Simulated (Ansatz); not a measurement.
C2H5InOSi, 10 atoms. Total charge 0; spin multiplicity 1. Correlated methods include outer-core shells of In, which these sets cover unevenly. In takes the def2 core potential. The bonds changed during the relaxation, so this is another structure than the one it started from. All runs use 4 threads of an Intel Xeon on a shared host. Correlated methods freeze the cores.

(1) How many basis functions does each run have, and how long does it take in Ansatz? RKS r2SCAN-D4/def2-TZVPP energy and forces; RKS PBE-QIDH (frozen core)/def2-TZVPP energy; RHF-MP2/def2-QZVPP energy; RKS LC-ωPBE/def2-TZVPP energy; RKS ωB97M-V/def2-QZVPP energy; RKS r2SCANh-D4/def2-TZVPP energy; RHF-CCSD(T)/def2-SVP energy; RKS PBE0-D4/def2-TZVP relaxation (29 steps); RHF-CCSD(T)/def2-TZVPP energy; RKS PBE0-D4/def2-SVP energy; direct RPA on PBE orbitals/def2-TZVPP energy; RKS PBE0-D4/def2-QZVPP energy. (An estimate is asked.)

Answers

(1) The calculation gave: Other jobs shared the machine, so times are rough.

```csv
level,job,functions,wall time,peak host memory (GiB)
RKS PBE0-D4/def2-SVP,energy,111,1.2 s,0.26
RKS LC-ωPBE/def2-TZVPP,energy,255,2.5 s,0.5
RKS r2SCAN-D4/def2-TZVPP,energy and forces,255,3.9 s,0.38
RKS r2SCANh-D4/def2-TZVPP,energy,255,3.9 s,0.71
RKS PBE-QIDH (frozen core)/def2-TZVPP,energy,255,6 s,0.71
RHF-CCSD(T)/def2-SVP,energy,111,6.5 s,0.6
direct RPA on PBE orbitals/def2-TZVPP,energy,255,7 s,0.71
RKS PBE0-D4/def2-QZVPP,energy,473,7.5 s,1.7
RKS ωB97M-V/def2-QZVPP,energy,473,16 s,2.1
RHF-MP2/def2-QZVPP,energy,473,19 s,2.7
RKS PBE0-D4/def2-TZVP,relaxation (29 steps),210,88 s,0.67
RHF-CCSD(T)/def2-TZVPP,energy,255,2.1 min,6.1
```

LC-ωPBE has ω = 0.4 bohr⁻¹.
